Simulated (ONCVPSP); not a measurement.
Logarithmic derivatives: tantalum, ONCV

- Element: Ta (Z = 73)
- Generator: ONCVPSP 4.0.1
- Type: optimised norm-conserving Vanderbilt (ONCV)
- Functional: LDA (Perdew-Wang 92)
- Relativity: fully relativistic
- Frozen core: [Kr] 4d10 4f14
- Valence charge: 13
- Reference configuration: 5s2 5p6 5d4 6s1
- Partial waves: 5s+6s: rc 2.05 bohr, ncon 4, nbas 8, qcut 4.5 1/bohr, 2 projectors; 5p: rc 1.65 bohr, ncon 4, nbas 8, qcut 6.9 1/bohr, 2 projectors, debl 2.7 Ha; 5d: rc 3.15 bohr, ncon 3, nbas 8, qcut 5 1/bohr, 2 projectors, debl 0.4 Ha
- Local potential: polynomial inside 1.05 bohr (lpopt 5, dvloc0 0 Ha)
- Core correction: Teter function, fcfact 2.75, rcfact 1.35

Open shells are filled in proportion to 2j + 1.

The phase is arctan(r·R′/R) of the radial function R(r), unwrapped; energies in Ha, scanned from -4 to 5 Ha. A pole is an energy at which the radial function vanishes at the test radius. The pseudo phase is shifted by a multiple of π to meet the all-electron one at the reference energy, and phase errors are pseudo minus all-electron; the curves can meet again beyond the range given. Levels narrower than the energy grid can be missing from the lists of poles.

Question: For each channel, where are the poles, and over which energies does the pseudopotential scatter like the atom?

Answer:

```tsv
channel	radius (bohr)	reference energy (Ha)	poles, all-electron	poles, pseudo	unbroken range about the reference energy with phases within 0.05 rad	phase error 1 Ha above the reference energy (rad)
s	2.08	-0.19	-2.50, 3.39	-2.50, 3.45	the whole range	+0.008
p3/2	1.67	-1.31	-0.13	-0.13	the whole range	-0.000
p1/2	1.67	-1.63	-0.74	-0.74	the whole range	-0.000
d5/2	3.19	-0.10	0.08, 2.08	0.08, 2.16	below 2.8	+0.009
d3/2	3.19	-0.12	0.04, 2.03	0.04, 2.11	below 2.7	+0.009
```

Note: ghosts flagged at negative energy: s at -3.6 eV; GHOST(+) flagged for d5/2 at 205.6 eV, d3/2 at 228.0 eV, p3/2 at 238.6 eV, p1/2 at 251.5 eV. A true bound ghost makes a file unfit for plane-wave use.

Phases in the p3/2 channel:

```csv
E (Ha),all-electron,pseudo
-3.98,1.179,1.178
-3.74,1.143,1.143
-3.50,1.097,1.097
-3.26,1.035,1.035
-3.02,0.949,0.949
-2.78,0.821,0.820
-2.54,0.617,0.616
-2.30,0.283,0.282
-2.06,-0.199,-0.200
-1.82,-0.674,-0.674
-1.58,-0.998,-0.998
-1.34,-1.197,-1.197
-1.10,-1.324,-1.325
-0.86,-1.412,-1.412
-0.62,-1.477,-1.477
-0.38,-1.527,-1.527
-0.14,-1.569,-1.569
0.10,-1.605,-1.605
0.34,-1.638,-1.638
0.58,-1.669,-1.669
0.82,-1.699,-1.699
1.06,-1.730,-1.730
1.30,-1.762,-1.762
1.54,-1.798,-1.798
1.78,-1.838,-1.838
2.02,-1.886,-1.886
2.26,-1.944,-1.944
2.50,-2.018,-2.019
2.74,-2.118,-2.120
2.98,-2.259,-2.263
3.22,-2.464,-2.472
3.46,-2.762,-2.779
3.70,-3.148,-3.176
3.94,-3.536,-3.569
4.18,-3.837,-3.868
4.42,-4.044,-4.071
4.66,-4.184,-4.209
4.90,-4.283,-4.306
```
